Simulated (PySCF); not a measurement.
**Atomic charges by several schemes**

C6H9F3O2.
Z-matrix (Å and degrees, GFN2-xTB geometry), rows numbered from 1:
```
C 
O   1  1.4091
C   2  1.3513  1  119.01
C   3  1.5000  2  111.15  1  -177.40
C   3  1.3380  2  125.43  1     3.18
C   5  1.4911  3  122.22  2  -177.71
O   6  1.4639  5  112.97  3    72.01
C   7  1.3097  6  116.20  5    65.93
F   8  1.3495  7  114.18  6    53.87
F   8  1.3313  7  109.64  6   173.51
F   8  1.3500  7  114.95  6   -67.03
H   1  1.0884  2  105.76  3   177.26
H   1  1.0941  2  111.31  3   -63.86
H   1  1.0937  2  111.12  3    58.41
H   4  1.0868  3  110.49  2   123.82
H   4  1.0885  3  110.53  2  -116.19
H   4  1.0860  3  108.83  2     3.55
H   5  1.0771  3  121.51  2    -2.37
H   6  1.0903  5  112.56  3   -42.87
H   6  1.0928  5  111.09  3  -166.39
```

Density: PBE0/pcSseg-1 (PySCF); schemes: Mulliken, IAO, Hirshfeld and ESP-fitted. Isolated species at its GFN2-xTB geometry (one conformer only).

Give the atomic charges in each scheme.

In e:

```tsv
atom	environment	Mulliken	IAO	Hirshfeld	ESP-fitted
C1	methoxy carbon	-0.042	-0.210	-0.030	-0.155
O2	ether oxygen	-0.473	-0.316	-0.095	-0.303
C3	vinylic carbon bearing oxygen	+0.124	+0.246	+0.094	+0.561
C4	allylic carbon	-0.219	-0.445	-0.121	-0.586
C5	alkene CH carbon	-0.310	-0.311	-0.130	-0.589
C6	sp3 carbon bound to oxygen	+0.081	-0.071	+0.007	-0.070
O7	ether oxygen	-0.484	-0.369	-0.139	-0.343
C8	CF3 carbon	+0.951	+0.945	+0.306	+0.682
F9	fluorine of a CF3 group	-0.286	-0.302	-0.109	-0.207
F10	fluorine of a CF3 group	-0.252	-0.275	-0.102	-0.198
F11	fluorine of a CF3 group	-0.278	-0.300	-0.111	-0.193
H12	methyl hydrogen	+0.135	+0.166	+0.057	+0.136
H13	methyl hydrogen	+0.112	+0.138	+0.045	+0.084
H14	methyl hydrogen	+0.121	+0.143	+0.048	+0.108
H15	methyl hydrogen	+0.154	+0.169	+0.048	+0.206
H16	methyl hydrogen	+0.138	+0.157	+0.051	+0.172
H17	methyl hydrogen	+0.141	+0.168	+0.050	+0.155
H18	vinylic hydrogen	+0.106	+0.146	+0.031	+0.223
H19	methylene hydrogen	+0.137	+0.165	+0.054	+0.154
H20	methylene hydrogen	+0.145	+0.157	+0.045	+0.164
```

Mean size of the charges over all atoms: ESP-fitted 0.264 e, IAO 0.260 e, Mulliken 0.234 e, Hirshfeld 0.084 e. Each set sums to the total charge, 0, to within 0.001 e. The Mulliken scheme counts on each atom the diagonal of the density matrix times the overlap matrix over that atom's basis functions.

Lowest charge. The schemes don't all agree: Mulliken O7 (-0.484); IAO C4 (-0.445); Hirshfeld O7 (-0.139); ESP-fitted C5 (-0.589).

Highest charge. All schemes agree: Mulliken C8 (+0.951); IAO C8 (+0.945); Hirshfeld C8 (+0.306); ESP-fitted C8 (+0.682).

How closely do the schemes follow one another over all atoms?

Correlation coefficient and root-mean-square difference: IAO with Hirshfeld 0.99, 0.214 e; Mulliken with Hirshfeld 0.97, 0.209 e; Mulliken with IAO 0.96, 0.090 e; IAO with ESP-fitted 0.92, 0.124 e; Hirshfeld with ESP-fitted 0.92, 0.228 e; Mulliken with ESP-fitted 0.85, 0.173 e.

Sum the charges by element.

```csv
element,atoms,Mulliken,IAO,Hirshfeld,ESP-fitted
C,6,+0.585,+0.153,+0.126,-0.157
O,2,-0.957,-0.685,-0.234,-0.646
F,3,-0.816,-0.877,-0.322,-0.598
H,9,+1.187,+1.409,+0.430,+1.401
```

How many electrons does the Hirshfeld scheme count on F10?

Z − q = 9 − (-0.102) = 9.102.
